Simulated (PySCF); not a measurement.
C₃H₅O, SMILES O=C([CH2])C, multiplicity 2. The structure is a stationary point at PBE0-D3(BJ)/def2-SVP. The isomer is the one that the SMILES or the coordinates give; other isomers of the formula were not compared.

Computed equilibrium geometry at PBE0-D3(BJ)/def2-SVP (PySCF confirms it by a frequency run) as Cartesian coordinates in Å, and its point group:
point group Cs.
```xyz
9

C      0.8622    -1.1361     0.0000
C     -0.1230    -0.0818     0.0000
C      0.3661     1.3491     0.0000
O     -1.3200    -0.3512     0.0000
H      1.9361    -0.9324     0.0000
H      0.5107    -2.1703     0.0000
H      0.9889     1.5489     0.8862
H     -0.4963     2.0269     0.0000
H      0.9889     1.5489    -0.8862
```
Charge 0, spin multiplicity 2.
